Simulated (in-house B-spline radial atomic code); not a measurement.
Inner levels of tungsten as electrons are removed. A shift is the extra binding of the orbital against the neutral atom ([Xe] 4f14 5d3/2(4) 6s2). The density at the nucleus is averaged over the nuclear charge. Computed with an all-electron radial atomic-structure program (B-spline basis): Dirac-Hartree-Fock, jj configuration that fills j = l - 1/2 first, finite nuclei.

A number in brackets counts the electrons of a j subshell.

```json
{"ion": "W57+", "configuration": "[Ne] 3s2 3p1/2(2) 3p3/2(3)", "shift of 1s1/2 (eV)": "4287.09", "radius of 1s1/2 (bohr)": "0.018342", "Σ<r²> (bohr²)": "0.3217", "change of density at nucleus (bohr⁻³)": "-568.68"}
{"ion": "W58+", "configuration": "[Ne] 3s2 3p1/2(2) 3p3/2(2)", "shift of 1s1/2 (eV)": "4475.94", "radius of 1s1/2 (bohr)": "0.01834", "Σ<r²> (bohr²)": "0.27901", "change of density at nucleus (bohr⁻³)": "275.46"}
{"ion": "W59+", "configuration": "[Ne] 3s2 3p1/2(2) 3p3/2(1)", "shift of 1s1/2 (eV)": "4666.71", "radius of 1s1/2 (bohr)": "0.018338", "Σ<r²> (bohr²)": "0.23713", "change of density at nucleus (bohr⁻³)": "1131.47"}
{"ion": "W60+", "configuration": "[Ne] 3s2 3p1/2(2)", "shift of 1s1/2 (eV)": "4859.4", "radius of 1s1/2 (bohr)": "0.018336", "Σ<r²> (bohr²)": "0.19605", "change of density at nucleus (bohr⁻³)": "1999.38"}
{"ion": "W61+", "configuration": "[Ne] 3s2 3p1/2(1)", "shift of 1s1/2 (eV)": "?", "radius of 1s1/2 (bohr)": "?", "Σ<r²> (bohr²)": "?", "change of density at nucleus (bohr⁻³)": "?"}
{"ion": "W62+", "configuration": "[Ne] 3s2", "shift of 1s1/2 (eV)": "5286.91", "radius of 1s1/2 (bohr)": "0.018329", "Σ<r²> (bohr²)": "0.12481", "change of density at nucleus (bohr⁻³)": "1070.97"}
{"ion": "W63+", "configuration": "[Ne] 3s1", "shift of 1s1/2 (eV)": "5482.44", "radius of 1s1/2 (bohr)": "0.018328", "Σ<r²> (bohr²)": "0.086119", "change of density at nucleus (bohr⁻³)": "-19988.8"}
{"ion": "W64+", "configuration": "[He] 2s2 2p6", "shift of 1s1/2 (eV)": "5679.63", "radius of 1s1/2 (bohr)": "0.018327", "Σ<r²> (bohr²)": "0.048045", "change of density at nucleus (bohr⁻³)": "-41462.4"}
{"ion": "W65+", "configuration": "[He] 2s2 2p1/2(2) 2p3/2(3)", "shift of 1s1/2 (eV)": "?", "radius of 1s1/2 (bohr)": "?", "Σ<r²> (bohr²)": "?", "change of density at nucleus (bohr⁻³)": "?"}
{"ion": "W66+", "configuration": "[He] 2s2 2p1/2(2) 2p3/2(2)", "shift of 1s1/2 (eV)": "6585.6", "radius of 1s1/2 (bohr)": "0.018308", "Σ<r²> (bohr²)": "0.035374", "change of density at nucleus (bohr⁻³)": "-37009.9"}
{"ion": "W67+", "configuration": "[He] 2s2 2p1/2(2) 2p3/2(1)", "shift of 1s1/2 (eV)": "7045.41", "radius of 1s1/2 (bohr)": "0.018298", "Σ<r²> (bohr²)": "0.029272", "change of density at nucleus (bohr⁻³)": "-34738.1"}
{"ion": "W68+", "configuration": "[He] 2s2 2p1/2(2)", "shift of 1s1/2 (eV)": "7509.77", "radius of 1s1/2 (bohr)": "0.018287", "Σ<r²> (bohr²)": "0.023319", "change of density at nucleus (bohr⁻³)": "-32435.8"}
{"ion": "W69+", "configuration": "[He] 2s2 2p1/2(1)", "shift of 1s1/2 (eV)": "?", "radius of 1s1/2 (bohr)": "?", "Σ<r²> (bohr²)": "?", "change of density at nucleus (bohr⁻³)": "?"}
{"ion": "W70+", "configuration": "[He] 2s2", "shift of 1s1/2 (eV)": "8589.91", "radius of 1s1/2 (bohr)": "0.018256", "Σ<r²> (bohr²)": "0.013814", "change of density at nucleus (bohr⁻³)": "-36978.2"}
{"ion": "W71+", "configuration": "[He] 2s1", "shift of 1s1/2 (eV)": "9040.67", "radius of 1s1/2 (bohr)": "0.018254", "Σ<r²> (bohr²)": "0.0073087", "change of density at nucleus (bohr⁻³)": "-120832"}
{"ion": "W72+", "configuration": "1s2", "shift of 1s1/2 (eV)": "9494.82", "radius of 1s1/2 (bohr)": "0.018246", "Σ<r²> (bohr²)": "0.00091435", "change of density at nucleus (bohr⁻³)": "-206280"}
{"ion": "W73+", "configuration": "1s1", "shift of 1s1/2 (eV)": "10913.7", "radius of 1s1/2 (bohr)": "0.018138", "Σ<r²> (bohr²)": "0.00045155", "change of density at nucleus (bohr⁻³)": "-750504"}
```

Problem. Fill in the row of W61+.

Solution. shift of 1s1/2 (eV): 5072.02; radius of 1s1/2 (bohr): 0.018333; Σ<r²> (bohr²): 0.16007; change of density at nucleus (bohr⁻³): 1546.66.

Problem. Fill in the row of W65+.

Solution. shift of 1s1/2 (eV): 6130.34; radius of 1s1/2 (bohr): 0.018317; Σ<r²> (bohr²): 0.04163; change of density at nucleus (bohr⁻³): -39251.2.

Problem. Fill in the row of W69+.

Solution. shift of 1s1/2 (eV): 8046.77; radius of 1s1/2 (bohr): 0.018272; Σ<r²> (bohr²): 0.018499; change of density at nucleus (bohr⁻³): -34639.1.
